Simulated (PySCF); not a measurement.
Mg(Cl)(SH) (ClHMgS), SMILES [SH][Mg][Cl].

The structure is a stationary point at PBE-D3(BJ)/def2-TZVP. The values are those of a single conformer.

Calculation: ωB97X/def2-TZVPD in PySCF.

Symmetry labels are those of the subgroup Cs that the program uses (full group Cs).

Computed valence orbital energies around the gap with their symmetry:
```
orbital  symmetry  energy (eV)
-------  --------  -----------
HOMO−7         A'       -24.71
HOMO−6         A'       -22.58
HOMO−5         A'       -13.64
HOMO−4         A'       -12.54
HOMO−3         A'       -11.37
HOMO−2         A"       -11.37
HOMO−1         A'       -10.85
HOMO           A"        -9.82
LUMO           A'        -0.02
LUMO+1         A'         0.94
LUMO+2         A"         1.18
LUMO+3         A'         1.67
```
